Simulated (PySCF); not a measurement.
Numbering as in the mapped SMILES `[CH3:1][NH:2][B:3]([CH3:4])[CH3:5]` (H(Xn): hydrogen on atom n).

Level of theory: σ from GIAO-B97-2/pcSseg-2, PBE0-D3(BJ)/def2-TZVP geometry, in PySCF (no solvent model, one computed conformer, no relativistic terms, equivalent nuclei averaged).

Q: Predict the 2D correlation tables (HSQC, COSY, HMBC).

A: 

HSQC (one-bond C–H):
```
                δH           δC
      2.78 (H(C1))    33.1 (C1)
0.29 (H(C4)/H(C5))  5.3 (C4/C5)
```

HMBC (two and three bonds, from the bond graph):
```
                δH           δC
0.29 (H(C4)/H(C5))  5.3 (C4/C5)
```

No COSY cross peaks are expected.

Scale: TMS for 1H and 13C (reference shieldings calculated alike).

Short H···H contacts in this conformer between protons four or more bonds apart (candidates for NOE cross peaks, intensity ∝ r⁻⁶): H(C1)···H(C4) 2.40 Å.

The OH or NH signal is concentration- and solvent-dependent in practice; the value given is the gas-phase one. A carbon bonded to boron is broadened by the quadrupolar boron nucleus and is often missing from a measured spectrum. Shifts are as computed. Against solution values, carbons near 30 ppm lie about +3 ppm off and those near 130 ppm about +7 ppm. Of 1211 compounds with measured shifts, 218 miss one by over three times the rms of a fit or turn the order of signals round; such compounds aren't used in these exercises.
